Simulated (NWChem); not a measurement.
System: SbF$_{5}$; SMILES [F][Sb]([F])([F])([F])[F]

Here is an NWChem input.

```
start job
memory heap 200 mb stack 900 mb global 1100 mb
geometry units angstroms noautoz
  Sb    -0.000469    -0.000280     0.000000
  F      0.000921     0.000798     1.893773
  F      0.000921     0.000798    -1.893773
  F      1.820455     0.484594     0.000000
  F     -1.334907     1.330105     0.000000
  F     -0.492061    -1.819284     0.000000
end
basis spherical
  Sb library sto-3g
  F library sto-3g
end
dft
  xc b3lyp
  iterations 150
  mulliken
end
task dft energy
```

Output (shortened):

```
             Northwest Computational Chemistry Package (NWChem) 7.3.0
             --------------------------------------------------------

 CS  symmetry detected

                             Geometry "geometry" -> ""
                             -------------------------

 Output coordinates in angstroms (scale by  1.889725989 to convert to a.u.)

  No.       Tag          Charge          X              Y              Z
 ---- ---------------- ---------- -------------- -------------- --------------
    1 Sb                  51.0000     0.00022847     0.00013246     0.00000000
    2 F                    9.0000     0.00169427     0.00110488    -1.89377300
    3 F                    9.0000     0.00169427     0.00110488     1.89377300
    4 F                    9.0000     1.85198461     0.34922587     0.00000000
    5 F                    9.0000    -1.23233110     1.42542048     0.00000000
    6 F                    9.0000    -0.62433670    -1.77760672     0.00000000

 Effective nuclear repulsion energy (a.u.)     790.2068176971

      Symmetry information
      --------------------

 Group name             Cs
 Group number              2
 Group order               2
 No. of unique centers     5

                                 NWChem DFT Module
                                 -----------------

 Summary of "ao basis" -> "ao basis" (spherical)
 ------------------------------------------------------------------------------
       Tag                 Description            Shells   Functions and Types
 ---------------- ------------------------------  ------  ---------------------
 Sb                          sto-3g                 11       27   5s4p2d
 F                           sto-3g                  3        5   2s1p

      Symmetry analysis of basis
      --------------------------

        a'         36
        a"         16

            General Information
            -------------------
          SCF calculation type: DFT
          Wavefunction type:  closed shell.
          No. of atoms     :     6
          No. of electrons :    96
           Alpha electrons :    48
            Beta electrons :    48
          Charge           :     0
          Spin multiplicity:     1
          Use of symmetry is: on ; symmetry adaption is: on
          Maximum number of iterations: 150
          AO basis - number of functions:    52
                     number of shells:    26
          Convergence on energy requested:  1.00D-06
          Convergence on density requested:  1.00D-05
          Convergence on gradient requested:  5.00D-04

              XC Information
              --------------
                         B3LYP Method XC Potential
                     Hartree-Fock (Exact) Exchange  0.200
                        Slater Exchange Functional  0.800 local
                    Becke 1988 Exchange Functional  0.720 non-local
              Lee-Yang-Parr Correlation Functional  0.810
                  VWN I RPA Correlation Functional  0.190 local

             Grid Information
             ----------------
          Grid used for XC integration:  medium
          Radial quadrature: Mura-Knowles
          Angular quadrature: Lebedev.
          Tag              B.-S. Rad. Rad. Pts. Rad. Cut. Ang. Pts.
          ---              ---------- --------- --------- ---------
          Sb                  1.45      123           5.0       590
          F                   0.50       49           8.0       434
          Grid pruning is: on
          Number of quadrature shells:   319
          Spatial weights used:  Erf1

      Superposition of Atomic Density Guess
      -------------------------------------

 Sum of atomic energies:       -6741.30716615

      Non-variational initial energy
      ------------------------------

 Total energy =   -6740.945454
 1-e energy   =  -10910.509631
 2-e energy   =    3379.357359
 HOMO         =      -0.390060
 LUMO         =       0.159312

      Symmetry analysis of molecular orbitals - initial
      -------------------------------------------------

  Numbering of irreducible representations:

     1 a'          2 a"

  Orbital symmetries:

     1 a'          2 a'          3 a"          4 a'          5 a'
     6 a'          7 a"          8 a'          9 a'         10 a'
    11 a'         12 a'         13 a"         14 a'         15 a'
    16 a'         17 a'         18 a"         19 a"         20 a'
    21 a"         22 a'         23 a'         24 a'         25 a'
    26 a'         27 a"         28 a'         29 a"         30 a"
    31 a'         32 a'         33 a'         34 a'         35 a"
    36 a'         37 a'         38 a'         39 a"         40 a"
    41 a'         42 a'         43 a'         44 a"         45 a'
    46 a'         47 a"         48 a"         49 a'         50 a'
    51 a'         52 a"

     ---------------------------------------------
      Total Density - Mulliken Population Analysis
     ---------------------------------------------

    Atom       Charge   Shell Charges
 -----------   ------   -------------------------------------------------------
    1 Sb  51    48.10   2.00  2.00  6.00  2.00  5.99  2.01  5.99  0.79  1.33 10.00  9.99
    2 F    9     9.60   2.00  1.95  5.65
    3 F    9     9.60   2.00  1.95  5.65
    4 F    9     9.57   2.00  1.95  5.62
    5 F    9     9.57   2.00  1.95  5.62
    6 F    9     9.57   2.00  1.95  5.62

   convergence    iter        energy       DeltaE   RMS-Dens  Diis-err
 ---------------- ----- ----------------- --------- --------- ---------
 d= 0,ls=0.0,diis     1  -6744.9139948699 -7.54D+03  5.67D-02  1.16D+00
 d= 0,ls=0.0,diis     2  -6745.0889259479 -1.75D-01  2.42D-02  6.16D-01
 d= 0,ls=0.0,diis     3  -6745.2419086428 -1.53D-01  5.05D-03  1.33D-02
 d= 0,ls=0.0,diis     4  -6745.2433322361 -1.42D-03  2.10D-03  7.19D-03
 d= 0,ls=0.0,diis     5  -6745.2449121812 -1.58D-03  2.96D-05  9.90D-07
 d= 0,ls=0.0,diis     6  -6745.2449124220 -2.41D-07  4.88D-06  9.49D-09

         Total DFT energy =    -6745.244912422000
      One electron energy =   -10899.789737471434
           Coulomb energy =     3584.064061399195
    Exchange-Corr. energy =     -219.726054046883
 Nuclear repulsion energy =      790.206817697122

 Numeric. integr. density =       95.999985758611

                  Occupations of the irreducible representations
                  ----------------------------------------------

                     irrep           alpha         beta
                     --------     --------     --------
                     a'               33.0         33.0
                     a"               15.0         15.0

                       DFT Final Molecular Orbital Analysis
                       ------------------------------------

 Vector   46  Occ=2.000000D+00  E=-1.791298D-01  Symmetry=a'
              MO Center=  2.9D-02,  1.9D-02,  7.1D-11, r^2= 3.9D+00
   Bfn.  Coefficient  Atom+Function         Bfn.  Coefficient  Atom+Function
  ----- ------------  ---------------      ----- ------------  ---------------
    30      0.637306  2 F  px                35      0.637306  3 F  px
    40      0.253276  4 F  px                46     -0.247429  5 F  py
    50     -0.174894  6 F  px                51      0.153006  6 F  py
    41      0.093588  4 F  py                15      0.043515  1 Sb px

 Vector   47  Occ=2.000000D+00  E=-1.731486D-01  Symmetry=a"
              MO Center= -1.2D-01, -7.8D-02,  8.7D-11, r^2= 3.9D+00
   Bfn.  Coefficient  Atom+Function         Bfn.  Coefficient  Atom+Function
  ----- ------------  ---------------      ----- ------------  ---------------
    31      0.651269  2 F  py                36     -0.651269  3 F  py
    52     -0.303402  6 F  pz                47      0.240206  5 F  pz
    42      0.065277  4 F  pz

 Vector   48  Occ=2.000000D+00  E=-1.730922D-01  Symmetry=a"
              MO Center=  1.2D-01,  8.2D-02,  5.8D-16, r^2= 3.9D+00
   Bfn.  Coefficient  Atom+Function         Bfn.  Coefficient  Atom+Function
  ----- ------------  ---------------      ----- ------------  ---------------
    30      0.650402  2 F  px                35     -0.650402  3 F  px
    42      0.317098  4 F  pz                47     -0.213543  5 F  pz
    52     -0.100788  6 F  pz

 Vector   49  Occ=0.000000D+00  E= 1.191360D-01  Symmetry=a'
              MO Center=  3.6D-03,  2.1D-03, -3.8D-17, r^2= 3.0D+00
   Bfn.  Coefficient  Atom+Function         Bfn.  Coefficient  Atom+Function
  ----- ------------  ---------------      ----- ------------  ---------------
    14      0.944663  1 Sb s                 32     -0.416745  2 F  pz
    37      0.416745  3 F  pz                40      0.397910  4 F  px
    51     -0.379467  6 F  py                46      0.304559  5 F  py
    45     -0.264300  5 F  px                10     -0.207122  1 Sb s
    39     -0.197519  4 F  s                 44     -0.196689  5 F  s

 Vector   50  Occ=0.000000D+00  E= 2.018433D-01  Symmetry=a'
              MO Center= -5.4D-02, -3.5D-02, -6.4D-13, r^2= 2.7D+00
   Bfn.  Coefficient  Atom+Function         Bfn.  Coefficient  Atom+Function
  ----- ------------  ---------------      ----- ------------  ---------------
    16      1.020027  1 Sb py                51      0.441150  6 F  py
    45     -0.384788  5 F  px                49      0.318933  6 F  s
    12     -0.280026  1 Sb py                44     -0.255683  5 F  s
    31     -0.243551  2 F  py                36     -0.243551  3 F  py
    50      0.243765  6 F  px                41     -0.225083  4 F  py

[...]
```

Level: B3LYP/STO-3G, non-relativistic. Structure relaxed at the PBE0/def2-SVP (def2 core potentials past Kr) level.
